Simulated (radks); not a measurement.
Task: These are the eigenvalues of the occupied orbitals of an atom or ion with whole-number occupations (hartree). Calculated with a radial shooting solver on a logarithmic mesh with Libxc functionals: scalar-relativistic Kohn-Sham, LDA (Slater exchange, Perdew-Wang correlation), spin-polarised, spherical densities, finite nucleus; Fermi nuclear charge, rms radius of each element as measured or else 0.836 A^(1/3) + 0.57 fm.

1s up: -1212.315
1s down: -1212.308
2s up: -188.7018
2s down: -188.6857
2p up: -169.6353
2p down: -169.6202
3s up: -39.31718
3s down: -39.30319
3p up: -33.13749
3p down: -33.12239
3d up: -23.85689
3d down: -23.83927
4s up: -8.13654
4s down: -8.08752
4p up: -6.18201
4p down: -6.13211
4d up: -3.31843
4d down: -3.26443
5s up: -1.85661
5s down: -1.76267
5p up: -1.38250

Which element is it, and in what charge state? The configuration may be excited. Open shells, if any, are filled with parallel spins first.

Result: Z = 53, iodine, charge +3: I3+ in [Kr] 4d9 5s2 5p3. The list shows which subshells hold electrons but not how many an open one holds; the 1s level, -1212.3 hartree, gives Z - s = 49.2 by -(Z - s)^2/2, which with screening and relativity narrows Z to a few neighbours, and the depths of the outer levels then fix element, charge and occupations together.
